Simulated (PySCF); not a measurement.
Compounds:

A. `InChI=1S/C6H8N2/c1-7-6-3-2-4-8-5-6/h2-5,7H,1H3`
B. SMILES C[Si@@H](P)[Si@H](C=O)O[SiH3]
C. SMILES NC[SiH]1OCCCO1

Spectrum 1. $^{13}$C{$^{1}$H} NMR (computed): δ 257.2 (CH), -5.2 (CH3).

Spectrum 2. $^{13}$C{$^{1}$H} NMR (computed): δ 148.6 (C), 143.5 (CH), 141.5 (CH), 128.7 (CH), 117.6 (CH), 31.2 (CH3).

Spectrum 3. $^{13}$C{$^{1}$H} NMR (computed): δ 67.2 (CH2), 36.3 (CH2), 34.8 (CH2).

Non-relativistic Hamiltonian, one computed conformer, fast rotation and ring inversion assumed for equivalent nuclei, isolated molecule. PBE0/pcSseg-1 with gauge-including orbitals; geometry from GFN2-xTB; PySCF.

Scale: TMS for $^{13}$C (σref 186.93) (reference shieldings calculated alike). Splittings of carbon signals by F and P are missing where no couplings were computed. Shifts are as computed. Against solution values, carbons near 30 ppm lie about +3 ppm off and those near 130 ppm about +5 ppm. Of 1211 compounds with measured shifts, 218 miss one by over three times the rms of a fit or turn the order of signals round; such compounds aren't used in these exercises.

Match each spectrum to its structure.

## Answers

1–B, 2–A, 3–C.

- Spectrum 1 (B): 2 $^{13}$C signals; δC -5.2 is a methyl carbon bonded to Si; δC 257.2 is a carbonyl carbon.
- Spectrum 2 (A): 6 $^{13}$C signals; δC 148.6 is an aromatic carbon bearing nitrogen; δC 143.5 is an aromatic CH next to a ring nitrogen.
- Spectrum 3 (C): 3 $^{13}$C signals; δC 67.2 is an sp3 CH2 bonded to O; δC 36.3 is an sp3 CH2 in a ring.
